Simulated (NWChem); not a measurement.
Molecule: C3H5Br; SMILES BrC(C)=C

Computed with NWChem. All runs use the structure optimised with PBE0/def2-SVP.

For level B3LYP/aug-pcseg-1:

| Quantity | Result |
|---|---|
| highest occupied level (eV) | -7.04 |
| orbital gap (eV) | 6.47 |
| dipole (D) | 1.71 |

Question: Estimate the same quantities for level B3LYP/STO-3G.

Answer: The highest occupied level (eV) is -4.53. The orbital gap (eV) is 7.49 and the dipole (D) is 1.20.
